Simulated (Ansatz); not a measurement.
CH9BOSi2 (`BCO[SiH2][SiH3]`), relaxed with RKS PBE-D4/def2-SVP in Ansatz 0.2.0 from a rough embedded geometry. The force threshold is 0.03 eV/Å; the program also tests the step.

The species carries charge 0 and has multiplicity 1.

Start:

```xyz
14

B     0.032    2.052    1.802
C    -0.233    0.659    1.184
O     0.930    0.262    0.557
Si    0.704   -1.250   -0.297
Si   -0.327   -0.992   -2.207
H     1.026    2.652    1.745
H    -0.874    2.605    2.423
H    -1.079    0.781    0.423
H    -0.464   -0.019    2.004
H    -0.110   -2.131    0.633
H     2.008   -1.913   -0.432
H    -1.605   -0.327   -2.006
H     0.486   -0.107   -3.009
H    -0.495   -2.273   -2.819
```

Q: How much energy does the relaxation release, and in how many steps? (Best estimate.)

A: Ansatz gave: 69.72 kJ/mol, in 12 steps, 1 of them rejected.

Q: Which bonds change most? (Best estimate.)

A: The calculation gave: Si4–Si5 from 2.186 to 2.364 Å; Si5–H14 from 1.429 to 1.508 Å; O3–Si4 from 1.752 to 1.688 Å; Si5–H13 from 1.444 to 1.507 Å.

Q: Give the relaxed structure. (An estimate is asked.)

A: Computed: 
```xyz
14

B     0.071    2.120    1.908
C    -0.219    0.796    1.145
O     0.918    0.092    0.668
Si    0.789   -1.351   -0.199
Si   -0.393   -1.037   -2.221
H     1.199    2.537    2.088
H    -0.888    2.742    2.332
H    -0.941    1.050    0.320
H    -0.849    0.163    1.832
H     0.089   -2.411    0.623
H     2.199   -1.787   -0.471
H    -1.796   -0.545   -1.965
H     0.306   -0.027   -3.093
H    -0.484   -2.344   -2.967
```
